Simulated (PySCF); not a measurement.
Species: MeOCH2CF3, C3H5F3O.
Bonds: C1–O2, O2–C3, C3–C4, C4–F5, C4–F6, C4–F7. Hydrogens: H8, H9, H10 on C1; H11, H12 on C3.

The same species was optimised twice, with GFN2-xTB and with PBE0-D3(BJ)/def2-SVP (PySCF), and the same property calculations (PySCF, gas phase) were run on both structures.

```json
{"coordinate": "C3–C4 (Å)", "GFN2-xTB": "1.537", "PBE0-D3(BJ)/def2-SVP": "1.520", "change": "-0.017"}
{"coordinate": "C1–O2 (Å)", "GFN2-xTB": "1.415", "PBE0-D3(BJ)/def2-SVP": "1.403", "change": "-0.012"}
{"coordinate": "O2–C3 (Å)", "GFN2-xTB": "1.390", "PBE0-D3(BJ)/def2-SVP": "1.382", "change": "-0.008"}
{"coordinate": "C4–F5 (Å)", "GFN2-xTB": "1.343", "PBE0-D3(BJ)/def2-SVP": "1.337", "change": "-0.006"}
{"coordinate": "C4–F7 (Å)", "GFN2-xTB": "1.334", "PBE0-D3(BJ)/def2-SVP": "1.330", "change": "-0.004"}
{"coordinate": "C4–F6 (Å)", "GFN2-xTB": "1.343", "PBE0-D3(BJ)/def2-SVP": "1.341", "change": "-0.002"}
{"coordinate": "F5–C4–F6 (°)", "GFN2-xTB": "106.2", "PBE0-D3(BJ)/def2-SVP": "107.3", "change": "+1.1"}
{"coordinate": "F5–C4–F7 (°)", "GFN2-xTB": "107.2", "PBE0-D3(BJ)/def2-SVP": "108.3", "change": "+1.1"}
{"coordinate": "C3–C4–F7 (°)", "GFN2-xTB": "112.8", "PBE0-D3(BJ)/def2-SVP": "111.8", "change": "-1.0"}
{"coordinate": "C3–C4–F5 (°)", "GFN2-xTB": "110.6", "PBE0-D3(BJ)/def2-SVP": "109.6", "change": "-1.0"}
{"coordinate": "C1–O2–C3 (°)", "GFN2-xTB": "115.1", "PBE0-D3(BJ)/def2-SVP": "116.0", "change": "+0.9"}
{"coordinate": "C3–C4–F6 (°)", "GFN2-xTB": "112.9", "PBE0-D3(BJ)/def2-SVP": "112.2", "change": "-0.7"}
{"coordinate": "F6–C4–F7 (°)", "GFN2-xTB": "106.8", "PBE0-D3(BJ)/def2-SVP": "107.5", "change": "+0.7"}
{"coordinate": "O2–C3–C4 (°)", "GFN2-xTB": "113.8", "PBE0-D3(BJ)/def2-SVP": "114.2", "change": "+0.4"}
{"coordinate": "C1–O2–C3–C4 (°)", "GFN2-xTB": "-71", "PBE0-D3(BJ)/def2-SVP": "-76", "change": "-5"}
{"coordinate": "O2–C3–C4–F5 (°)", "GFN2-xTB": "-162", "PBE0-D3(BJ)/def2-SVP": "-169", "change": "-7"}
```

Rotational constants: A = 4559, B = 1878, C = 1788 MHz (GFN2-xTB) against A = 4604, B = 1867, C = 1788 MHz (PBE0-D3(BJ)/def2-SVP). Point groups within 0.08 Å: C1 and C1.

On the GFN2-xTB structure: HOMO (eV) -8.13 [PBE0/pcSseg-1]; LUMO (eV) 1.42 [PBE0/pcSseg-1]; dipole (D) 1.98 [PBE0/pcSseg-1]; GIAO shielding of C1 (ppm) 125.2 [PBE0/pcSseg-1]; GIAO shielding of O2 (ppm) 325.3 [PBE0/pcSseg-1]; GIAO shielding of C3 (ppm) 111.8 [PBE0/pcSseg-1]; GIAO shielding of C4 (ppm) 53.2 [PBE0/pcSseg-1]; GIAO shielding of F5/F6/F7 (mean) (ppm) 256.5 [PBE0/pcSseg-1].

Q: What do these properties become on the PBE0-D3(BJ)/def2-SVP structure?

A: 
| property | level | on GFN2-xTB | on PBE0-D3(BJ)/def2-SVP | change |
| --- | --- | --- | --- | --- |
| HOMO (eV) | PBE0/pcSseg-1 | -8.13 | -8.09 | +0.04 |
| LUMO (eV) | PBE0/pcSseg-1 | 1.42 | 1.45 | +0.03 |
| dipole (D) | PBE0/pcSseg-1 | 1.98 | 1.97 | -0.01 |
| energy, GFN2-xTB geometry as zero (kcal/mol) | PBE0/pcSseg-1 | 0.0 | -0.4 | -0.4 |
| GIAO shielding of C1 (ppm) | PBE0/pcSseg-1 | 125.2 | 124.4 | -0.8 |
| GIAO shielding of O2 (ppm) | PBE0/pcSseg-1 | 325.3 | 329.5 | +4.2 |
| GIAO shielding of C3 (ppm) | PBE0/pcSseg-1 | 111.8 | 112.5 | +0.7 |
| GIAO shielding of C4 (ppm) | PBE0/pcSseg-1 | 53.2 | 54.6 | +1.4 |
| GIAO shielding of F5/F6/F7 (mean) (ppm) | PBE0/pcSseg-1 | 256.5 | 262.6 | +6.1 |

The heavy atoms differ by 0.078 Å rms after alignment. Among bonds between heavy atoms C3–C4 changes most (-0.017 Å). Changes are differences of the printed values. Neither structure is proved a minimum here.

Conformer computed: `[CH3:1][O:2][CH2:3][C:4]([F:5])([F:6])[F:7]`: C1–O2–C3–C4 -76°, O2–C3–C4–F5 -169°.
